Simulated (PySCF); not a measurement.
Ge(I)(OMe) (CH₃GeIO), SMILES C[O][Ge][I] (connectivity only; charge and spin as stated), neutral, multiplicity 1.

Geometry optimised at B3LYP-D3(BJ)/def2-SVP. The structure was generated by enumeration; whether it is a known compound was not checked. The def2 effective core potentials stand for the cores of I; spin–orbit coupling is left out. Other conformers were not sampled.

All values below come from PySCF with M06-2X/def2-TZVP.

```yaml
total_energy: -2489.83316 hartree
point_group: Cs
highest_occupied_level: -8.33 eV
lowest_empty_level: -1.67 eV
orbital_gap: 6.67 eV
dipole_moment: 1.73 D
quadrupole, principal values (traceless, Buckingham form, about the centre of nuclear charge): -4.85, 1.17, 3.68 D·Å
mean_static_polarisability: 79.8 bohr³ (11.83 Å³)
polarisability_principal_values: 56.5, 76.3, 106.6 bohr³
```
